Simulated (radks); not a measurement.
Task: Species: Si II. Configuration: [Ne] 3s2 3p1. Method: non-relativistic Kohn-Sham, r2SCAN, spin-polarised, spherical densities, point nucleus; open shells are filled with parallel spins first; meta-GGA in the generalised Kohn-Sham scheme; computed with a radial shooting solver on a logarithmic mesh with Libxc functionals. Some entries of the table are withheld. Estimate them.

orbital,occ.,eigenvalue (hartree),<r^2> (bohr^2)
1s up,1,-66.22891,0.01678
1s down,1,-66.22418,0.01677
2s up,1,-5.59981,(1)
2s down,1,-5.59646,(2)
2p up,3,-3.94286,(3)
2p down,3,-3.93668,(4)
3s up,1,-0.73201,(5)
3s down,1,-0.67888,(6)
3p up,1,-0.44775,6.907
3p down,0,-0.39628,6.824

Result: 
(1) 2s up <r^2> (bohr^2): 0.3841
(2) 2s down <r^2> (bohr^2): 0.3841
(3) 2p up <r^2> (bohr^2): 0.3630
(4) 2p down <r^2> (bohr^2): 0.3626
(5) 3s up <r^2> (bohr^2): 4.984
(6) 3s down <r^2> (bohr^2): 4.953
